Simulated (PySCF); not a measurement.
Mapped SMILES: `[CH3:1][C:2]1=[C:3]([Cl:4])[CH:5]=[CH:6][SiH2:7][CH2:8]1`. Each H is labelled by its parent atom.

Geometry: GFN2-xTB; GIAO shifts from PySCF, gas phase, non-relativistic, averaged over equivalent atoms.

At PBE0/pcSseg-0 (98 basis functions, 17 s wall time on 1 thread of an Arm Neoverse N1, shared host):
| atoms | δ (ppm) |
| --- | --- |
| C5 | 156.6 |
| C3 | 145.1 |
| C2 | 140.0 |
| C6 | 123.0 |
| C1 | 32.2 |
| C8 | 14.8 |
| Si7 | -91.1 |
| H(C5) | 6.82 |
| H(C6) | 5.76 |
| H(Si7) | 4.79 |
| H(C1) | 2.19 |
| H(C8) | 1.92 |

δ = σ(ref) − σ, references computed at the same level: TMS for ¹³C (σref 195.82) and ²⁹Si (σref 345.73) and ¹H (σref 33.29).

Estimate the result of repeating the calculation with PBE0/ANO-RCC-VDZP.

## Answers


| atoms | δ at PBE0/ANO-RCC-VDZP | change |
| --- | --- | --- |
| C5 | 151.7 | -4.9 |
| C3 | 135.1 | -10.0 |
| C2 | 138.9 | -1.1 |
| C6 | 118.3 | -4.7 |
| C1 | 27.7 | -4.5 |
| C8 | 16.3 | +1.5 |
| Si7 | -75.4 | +15.7 |
| H(C5) | 7.21 | +0.39 |
| H(C6) | 5.94 | +0.18 |
| H(Si7) | 4.66 | -0.13 |
| H(C1) | 1.97 | -0.22 |
| H(C8) | 1.94 | +0.02 |

References, each an isolated molecule treated in the same way: TMS for ¹³C (σref 190.39), ²⁹Si (σref 391.67), ¹H (σref 31.76).

The largest change is at Si7 (silicon bonded to 2 C, 2 H, in a 6-membered ring). Cost: 165 basis functions, 96 s wall time on 1 thread of an Arm Neoverse N1, shared host. The order of the carbon signals changes between the two levels.

Carbons that carry Cl, above all several Cl atoms, come out too deshielded, partly because spin–orbit coupling is missing.
